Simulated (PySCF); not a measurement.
Compound: C4H9FOSi2.
SMILES with atom numbers: `[CH3:1][Si@@H:2]1[CH2:3][C@:4]([F:5])([CH:6]=[O:7])[SiH2:8]1`

Geometry (GFN2-xTB, Å), atoms numbered from 1 in this order:
```
atom  x, y, z in Å
C1     2.2309    0.4572    1.1737
Si2    1.0863   -0.8771    0.4604
C3     0.0809   -0.3120   -1.0822
C4    -1.2894   -0.0260   -0.4529
F5    -2.3401   -0.4810   -1.2390
C6    -1.5029    1.3590   -0.0532
O7    -0.6547    2.0465    0.4746
Si8   -1.1028   -1.0005    1.2831
H9     1.6920    1.3945    1.2806
H10    2.6142    0.1715    2.1489
H11    3.0835    0.6329    0.5225
H12    1.8353   -2.1231    0.2061
H13   -0.0388   -1.1146   -1.8092
H14    0.4591    0.5577   -1.6185
H15   -2.5390    1.7212   -0.1876
H16   -1.6598   -0.2127    2.3858
H17   -1.9616   -2.1814    1.1464
```

NICS is the negative of the GIAO shielding at a point without a nucleus: at the ring centre (0) and 1 Å above and below it (1); zz is the component along the ring normal. Level: GIAO PBE0/pcSseg-1 (PySCF, non-relativistic, gas phase) on the GFN2-xTB geometry, one conformer.

Ring bond lengths (Å), with Mayer bond orders in brackets: Si2–C3 1.926 (0.86), C3–C4 1.535 (0.98), C4–Si8 2.000 (0.77), Si8–Si2 2.342 (0.91).

What do the NICS probes read (ppm)?

| ring | type | NICS(0) | NICS(1), two faces | NICS(1)zz, two faces | rms pucker (Å) | centre to ring atoms, mean (Å) |
| --- | --- | --- | --- | --- | --- | --- |
| Si2–C3–C4–Si8 | 4-membered ring with 2 Si; formal bonds all single | -0.1 | -0.5 / -1.0 | 5.9 / 1.5 | 0.11 | 1.37 |

What do they say, and how far can they be read as aromaticity?

- Si2–C3–C4–Si8: mean NICS(1)zz 3.7 ppm, deshielded. Si2, C3, C4, Si8 have four or more neighbours; no verdict on aromaticity is drawn. The two faces differ by 4.4 ppm, so no symmetry operation interchanges them.

At the second NICS(1) probe listed for ring Si2–C3–C4–Si8, 1 Å off the ring, how large is the induced field along the normal in 1 T applied along it?

NICSzz × B0 = 1.5 ppm × 1 T = 2 μT, along the applied field.

List the ring angles and the Hirshfeld charges of the ring atoms.

- Si2–C3–C4–Si8: Si2 79.0° (+0.304 e), C3 101.1° (-0.171 e), C4 100.5° (+0.015 e), Si8 75.9° (+0.236 e); sum 356.5° against 360° for a flat convex ring.

How shielded are the nuclei of the rings and their hydrogens (means over atoms taken as equivalent)?

| atoms | environment | σ isotropic (ppm) | principal values of the symmetric part, first atom (ppm) |
| --- | --- | --- | --- |
| Si2 | SiH silicon | 389.5 | 326.1, 399.9, 442.4 |
| C3 | sp3 carbon bound to silicon | 160.5 | 136.8, 162.3, 182.3 |
| C4 | sp3 C–F carbon | 80.4 | 61.4, 71.6, 108.4 |
| Si8 | SiH2 silicon | 377.6 | 325.4, 357.5, 449.9 |
| H12 | Si–H hydrogen | 26.68 | 22.9, 25.3, 31.9 |
| H13 | methylene hydrogen | 29.51 | 25.8, 28.4, 34.3 |
| H14 | methylene hydrogen | 29.49 | 25.9, 27.9, 34.7 |
| H16 | Si–H hydrogen | 27.28 | 24.5, 25.5, 31.9 |
| H17 | Si–H hydrogen | 26.88 | 23.8, 25.3, 31.6 |
